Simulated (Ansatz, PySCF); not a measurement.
Gas-phase reaction (SMILES): [CH3][Ge]([CH3])([CH3])[Cl] + Cl (HCl) -> [CH3][Ge]([CH3])([Cl])[Cl] [dichloro(dimethyl)germane] + C (CH4); hydrogen chloride cleaves one Ge-C bond, a model of a ligand-exchange step.

Geometries: B3LYP-D3(BJ)/def2-TZVP minima from Ansatz (a first-principles code). Correlated levels leave the core frozen unless marked. Spin-orbit coupling is left out. Frozen are the shells of the preceding noble gas and the d and f shells that filled before the atom's block. Non-relativistic. Basis-set limits of correlation are two-point, X^-3; Hartree-Fock from the larger set. Thermal terms are rigid-rotor harmonic-oscillator values from B3LYP-D3(BJ) frequencies (Ansatz or PySCF) at 298.15 K and 1 atm. 1 Eh = 627.5095 kcal/mol.

```tsv
species	E, CCSD(T)/CBS(def2-TZVPPD,def2-QZVPPD) (Ansatz) (Eh)	E, PBE-D3(BJ)/def2-TZVPD (Ansatz + dftd3) (Eh)	H - E (Eh)
[CH3][Ge]([CH3])([CH3])[Cl]	-2654.94909	-2656.40390	0.12119
Cl (HCl)	-460.37886	-460.62865	0.01000
[CH3][Ge]([CH3])([Cl])[Cl]	-3074.90857	-3076.60544	0.08560
C (CH4)	-40.45806	-40.46420	0.04840
```

Problem. Work out ΔE and ΔH at 298.15 K at the first level, then ΔH at the second.

Solution. 
1. ΔE = [(-3074.90857) + (-40.45806)] - [(-2654.94909) + (-460.37886)] = -0.03868 Eh = -24.3 kcal/mol at CCSD(T)/CBS(def2-TZVPPD,def2-QZVPPD).
2. The terms H - E add up to 0.00281 Eh, so ΔH = (-0.03868 + (0.00281))×627.5095 = -22.5 kcal/mol.
3. At PBE-D3(BJ)/def2-TZVPD the same steps give ΔE = -23.3 and ΔH = -21.5 kcal/mol, a shift of +1.0 from the first level.
4. These values are not checked against measurement here, since the tables used lack a sound gas-phase enthalpy of formation for at least one species.
